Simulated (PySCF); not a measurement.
C2H9AlGe. Atoms are numbered in the order given.

```xyz
13

Al     0.7933     0.7074     0.0906
Ge    -1.0566    -0.9438    -0.1396
H     -0.6325    -2.4130     0.1134
H     -2.2027    -0.6642     0.8706
H     -1.7312    -0.9230    -1.5358
C      0.6521     2.4709    -0.7602
H      1.5515     2.6880    -1.3644
H      0.6054     3.2608     0.0124
H     -0.2300     2.5875    -1.4092
C      2.3637     0.2227     1.1649
H      3.1147     1.0272     1.2278
H      2.8610    -0.6728     0.7504
H      2.0680    -0.0460     2.1951
```
Charge 0, spin multiplicity 1.

The structure is a stationary point at B3LYP-D3(BJ)/def2-SVP.

Calculation: PBE/def2-TZVP (PySCF).

Isolated molecule, no solvent.

```json
{
 "total_energy": "-2400.52550 hartree",
 "highest_occupied_level": "-6.07 eV",
 "lowest_empty_level": "-2.07 eV",
 "orbital_gap": "4.00 eV",
 "dipole_moment": "1.58 D",
 "quadrupole, principal values (traceless, Buckingham form, about the centre of nuclear charge)": "-3.46, -1.70, 5.15 D·Å",
 "mean_static_polarisability": "92.1 bohr³ (13.65 Å³)",
 "polarisability_principal_values": "74.0, 92.7, 109.6 bohr³"
}
```
